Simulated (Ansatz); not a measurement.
H7NSSi3 (`[SiH3]N([SiH3])[Si]S`), relaxed with RKS PBE0-D4/def2-TZVP in Ansatz 0.2.0 from a PBE-D4/def2-SVP geometry. The force threshold is 0.005 eV/Å; the program also tests the step.

The species carries charge 0 and has multiplicity 1.

Start:

```xyz
12

Si   -0.460   -0.037   -1.253
N     0.142    0.081    0.418
Si    0.957   -1.370    1.073
Si    0.067    1.472    1.523
S    -1.018    3.019    0.408
H    -0.184   -1.432   -1.742
H     0.236    0.952   -2.148
H    -1.942    0.219   -1.314
H     1.412   -1.033    2.465
H     2.140   -1.740    0.221
H     0.011   -2.538    1.112
H    -1.361    2.406   -0.765
```

```
        step  energy (eV)  largest force (eV/Å)  largest move (Å)
           1  -36060.2763                 0.720             0.000
           2  -36060.3403                 0.306             0.057
           3  -36060.3525                 0.077             0.052
           4  -36060.3537                 0.065             0.033
           5  -36060.3542                 0.014             0.032
6 (rejected)  -36060.3541                 0.043             0.017
           7  -36060.3543                 0.006             0.009
           8  -36060.3543                 0.003             0.013
           9  -36060.3543                 0.005             0.011
          10  -36060.3544                 0.011             0.016
          11  -36060.3544                 0.015             0.017
          12  -36060.3544                 0.014             0.018
          13  -36060.3544                 0.013             0.015
          14  -36060.3544                 0.006             0.011
          15  -36060.3544                 0.002             0.004
          16  -36060.3544                 0.002             0.006
```

End:

```xyz
12

Si   -0.469   -0.046   -1.214
N     0.138    0.080    0.420
Si    0.941   -1.345    1.053
Si    0.046    1.441    1.501
S    -0.992    2.984    0.394
H    -0.141   -1.410   -1.707
H     0.169    0.959   -2.102
H    -1.941    0.145   -1.255
H     1.376   -1.036    2.437
H     2.117   -1.690    0.214
H     0.009   -2.503    1.059
H    -1.253    2.420   -0.799
```

Hardware: 4 threads of a server CPU on a shared host. Wall time 110 s, peak host memory 0.79 GiB.
